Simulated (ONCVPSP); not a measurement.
# scandium: one change to an ONCV potential, before and after

ONCVPSP 4.0.1 input, shortened (lines: element, Z, core and valence counts, functional; n l f; lmax; l rc ep ncon nbas qcut; lloc lpopt rc5 dvloc0; l nproj debl; icmod fcfact rcfact), LDA (Perdew-Zunger), scalar-relativistic:

```
  Sc 21.00    5    3        3      upf
    1    0    2.00
    2    0    2.00
    2    1    6.00
    3    0    2.00
    3    1    6.00
    3    2    1.00
    4    0    1.00
    4    1    1.00
    2
    0    3.05    0.00    4    7    2.20
    1    4.00    0.00    5    9    1.70
    2    2.80    0.00    4    9    6.50
    2    5    2.80    0.00
    0    2    2.30
    1    1    3.60
    2    0    2.20
    3    5.00    1.40
```

Change: d: qcut 7.9.

Cutoffs: the cutoffs (Ha) at which the residual kinetic energy of the hardest occupied pseudo-wave falls to 1 and 0.1 mHa per electron; they do not see the model core or the augmentation charge, which bear on the density cutoff. Errors are all-electron minus pseudo energies relative to the spin-unpolarised reference configuration.

Problem. What does the change do?

Solution. The potential gets harder (14 Ha and 16 Ha → 16 Ha and 19 Ha); a bound ghost appears in p, which as a rule spoils a file; the lowest positive-energy flag moves from p at 2.6 eV to s at 8.7 eV; the number of tests with a reliable result goes from 4 to 2. The waves are optimised to have the least kinetic energy above qcut, so the cutoff follows it (qcut²/2 in Ha).

```tsv
quantity	base	changed
cutoff, loose	14 Ha	16 Ha
cutoff, tight	16 Ha	19 Ha
loose cutoff by channel	s 2.5 Ha, p 0.9 Ha, d 14 Ha	s 2.5 Ha, p 0.9 Ha, d 16 Ha
bound ghosts	none	p
GHOST(+) flags under 300 eV	p at 2.6 eV, s at 29.3 eV	s at 8.7 eV
tests with a reliable result	4 of 4	2 of 4
error for 3d1 4s2 4p0, meV [ΔE -2.84 eV]	-2.9	-2.5
error for 3d2 4s0 4p0, meV [ΔE 4.88 eV]	+19	-23
s: phases at 3.09 bohr within 0.05 rad from the reference energy up to (Ha; the scan ends near 5)	0.9	0.3
p: phases at 4.07 bohr within 0.05 rad from the reference energy up to (Ha; the scan ends near 5)	0.0	0.8
d: phases at 2.84 bohr within 0.05 rad from the reference energy up to (Ha; the scan ends near 5)	0.0	0.1
rms error of d²Exc/dni dnj with the model core, mHa	12.63	12.99
```

 A true bound ghost makes a file unfit for plane-wave use even where its test errors are small: the radial tests pick states by their node count and pass the ghost by.
